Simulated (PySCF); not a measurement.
Coordinates in bohr (charge 0 multiplicity 1):
```
Ti    0.0000    0.0000    0.0000
I     4.9640    0.0000    0.0000
I    -4.9640    0.0000    0.0000
```

All numbers come from PBE0 in PySCF with Ti def2-TZVP, I def2-TZVP with ECP28; scalar-relativistic core potentials, no spin–orbit coupling; density-fitted integrals.

This geometry of TiI₂ is a stationary point at this level.

Q: What is the point group?

A: D∞h.

Q: Is it a minimum?

A: Yes: all harmonic wavenumbers are real, though the softest, 36 cm⁻¹, leaves little margin.

Q: Which band is strongest in the infrared?

A: 334 cm⁻¹ (σu+), 164 km/mol.

Q: What are the dipole moment and the gap between the highest occupied and lowest empty levels?

A: 0.00 D and 2.24 eV.

Stability towards spin polarisation was not tested. Only a few start shapes were tried, so a lower isomer may exist.
